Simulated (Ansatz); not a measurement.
C2H5N, SMILES `C[C]N` (lower singlet) (charge 0, multiplicity 1). This singlet lies 1.64 eV below the relaxed triplet at the level frozen-core CCSD(T)/cc-pVTZ // B3LYP-D3(BJ)/def2-TZVP (Ansatz, an electronic-structure program).

All values below come from Ansatz with CAM-B3LYP/cc-pVTZ // B3LYP-D3(BJ)/def2-TZVP.

Ansatz 0.2 input:
```yaml
crystal:
  periodic: [false, false, false]
  atoms:
    - { symbol: C, position_ang: [-1.002557, -0.070376, -0.129955] }
    - { symbol: C, position_ang: [0.301584, -0.780447, 0.016857] }
    - { symbol: N, position_ang: [1.312851, -0.009054, -0.268537] }
    - { symbol: H, position_ang: [-0.935802, 0.985022, -0.45206] }
    - { symbol: H, position_ang: [-1.537524, -0.117808, 0.822149] }
    - { symbol: H, position_ang: [-1.623483, -0.620234, -0.842021] }
    - { symbol: H, position_ang: [1.22689, 0.972193, -0.560938] }
    - { symbol: H, position_ang: [2.258035, -0.359301, -0.211437] }
basis:
  gaussian: { orbitals: cc-pVTZ }
hamiltonian:
  xc: cam_b3lyp
```

Output:

```
Functional definition: CAM-B3LYP
803 factors; their error is unknown
219 factors; integrals over basis functions are off by at most 1.1e-5 eV
mean field evaluation 1: about -3637.8089 eV, gradient 5.0e1 eV
mean field evaluation 2: about -3638.7740 eV, gradient 4.5e1 eV
mean field evaluation 4: about -3642.9932 eV, gradient 2.2e0 eV
mean field evaluation 8: about -3642.9965 eV, gradient 4.4e-2 eV
mean field -3642.99653606 eV, -133.8776533884 hartree, gradient 5.2e-5 eV, S^2 0.000000; 0 other end points of the search recorded, 0 dependent functions left out
reference -3642.99664417 eV, -133.8776573616 hartree; 12, 12 occupied and 148, 148 virtual orbitals, 803 factors
Total energy: -3642.99664417 eV, -133.8776573616 hartree
```
